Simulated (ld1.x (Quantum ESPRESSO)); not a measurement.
# lanthanum (La): PAW pseudisation with LDA (PZ), scalar-relativistic reference atom.

```
Element                 : lanthanum
Generator               : ld1.x (Quantum ESPRESSO) 7.5
Type                    : PAW
Functional              : LDA (PZ)
Relativity              : scalar-relativistic
Frozen core             : [Kr] 4d10
Valence charge          : 11
Reference configuration : 4f0 5s2 5p6 5d1 6s2 6p0
Partial waves           : 5s (bound): rcut 2.00, rcutus 2.20 bohr; 6s (bound): rcut 2.00, rcutus 2.20 bohr; 5p (bound): rcut 2.80, rcutus 3.15 bohr; 6p (bound, empty): rcut 2.80, rcutus 3.15 bohr; 5d (bound): rcut 3.20, rcutus 3.75 bohr; 5d channel at 0.25 Ry: rcut 3.20, rcutus 3.75 bohr; 4f (bound, empty): rcut 1.30, rcutus 1.65 bohr; 4f channel at 3.8 Ry: rcut 1.30, rcutus 1.65 bohr
Local potential         : all-electron potential smoothed inside 2.30 bohr (lloc = -1)
Core correction         : Bessel-smoothed model core inside 0.90 bohr
Augmentation charge     : GAUSS, radius 1.15 bohr
```

Poles of the logarithmic derivatives, all-electron (AE) and pseudo (PS). s: poles at 0.7, 4.6 (AE) and 0.7, 3.4 (PS) Ry. p: poles at -1.6, 1.4 (AE) and -1.6, 1.3 (PS) Ry. d: poles at 0.0, 2.7 (AE) and 0.0, 1.4 (PS) Ry. f: poles at -0.3, 1.7, 4.7 (AE) and -0.3, 1.7, 4.7 (PS) Ry. Test radius 4.06 bohr.

* Configuration tests: test run stopped at test 2 of 9 (negative rho)
* Lowest eigenvalue of the overlap operator: -0.51 (d channel); it is negative, so in a basis up to 400 Ry S is not positive definite and the file is unfit for use

The ghost test of this file was not conclusive. Its overlap operator is not positive definite in a basis up to 400 Ry (lowest eigenvalue p -0.23, d -0.51), so the file is unfit for use: the generalised eigenproblem breaks down once the basis is large enough, and its test numbers describe a broken file.
